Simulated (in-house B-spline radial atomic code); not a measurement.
Spin-orbit splittings of orbital energies (j = l + 1/2 less j = l - 1/2) and ratios of mean radii (lower j over upper j) along the 54-electron series, configuration [Kr] 4d10 4f6 5s2. Computed with an all-electron radial atomic-structure program (B-spline basis): Dirac-Hartree-Fock, average of the configuration, finite nuclei.

| ion | Z | splitting of 4f (eV) | radius ratio of 4f | splitting of 3p (eV) | radius ratio of 3p | splitting of 4p (eV) | radius ratio of 4p |
| --- | --- | --- | --- | --- | --- | --- | --- |
| Tb11+ | 65 | 0.97489 | 0.99266 | 157.58 | 0.94634 | 36.071 | 0.95354 |
| Dy12+ | 66 | 1.1455 | 0.99265 | 169.8 | 0.94461 | 39.36 | 0.95242 |
| Ho13+ | 67 | 1.3317 | 0.99262 | 182.78 | 0.94286 | 42.894 | 0.95128 |
